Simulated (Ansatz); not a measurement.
`CC(C)[NH][Ga]([Cl])[Cl]` + HCl → `[Cl][Ga]([Cl])[Cl]` + `CC(C)N` at 700 K and 1 bar (ligand exchange at a Ga–N bond).

Calculated with Ansatz (gas phase, PBE0-D4/def2-TZVP geometries, no zero-point term in ΔE). CBS: MP2 limit from def2 TZ/QZ plus the TZ coupled-cluster correction, frozen cores. This one scheme is used for every species. For Ga outer-core shells are correlated without core-valence functions, which leaves a few kJ/mol of doubt a bond. Scalar relativity is left out up to krypton. Each species was taken in one conformer, which may not be the lowest.

| species | CCSD(T)/CBS energy (Eh) | H − E (kJ/mol) | S (J/(mol·K)) |
| --- | --- | --- | --- |
| `CC(C)[NH][Ga]([Cl])[Cl]` | -3017.31832 | 406.3 | 604.3 |
| HCl | -460.38127 | 38.4 | 211.8 |
| `[Cl][Ga]([Cl])[Cl]` | -3303.43734 | 59.5 | 393.0 |
| `CC(C)N` | -174.28253 | 389.3 | 410.3 |

H − E and S are ideal-gas, rigid-rotor, harmonic terms from PBE0-D4/def2-TZVP, for one conformer and one mirror image of each species. 1 Eh = 2625.50 kJ/mol, R = 8.31446 J/(mol·K).

By hand: ΔE, ΔH, ΔS and ΔG.

ΔE = (-3303.43734) + (-174.28253) − (-3017.31832) − (-460.38127) = -0.02028 Eh = -53.2 kJ/mol. Δ(H − E) = 59.5 + 389.3 − 406.3 − 38.4 = 4.1, so ΔH = -49.1 kJ/mol. ΔS = 393.0 + 410.3 − 604.3 − 211.8 = -12.8 J/(mol·K). ΔG = -49.1 − 700 × (-12.8)/1000 = -40.1 kJ/mol.

By hand: the equilibrium constant, and the temperature at which ΔG would vanish if ΔH and ΔS stayed fixed.

log₁₀ K = −ΔG/(RT ln 10) = 3.0. ΔG = 0 at ΔH/ΔS = 3836 K, far beyond where these terms or the molecules hold.

The number of gas molecules stays the same, so ΔS is small and ΔH decides. A doubt of 5 kJ/mol in ΔE shifts log₁₀ K by 0.4 here. Other conformers and mirror images would add mixing entropy, several J/(mol·K) or more a flexible species. Modes under 60 cm⁻¹, often nearly free rotors, make the harmonic entropy too high. These are equilibria of isolated gas molecules and say nothing of rates. Largest T1 diagnostic: 0.011 (customary marks: 0.02 for closed shells, 0.045 for open ones).
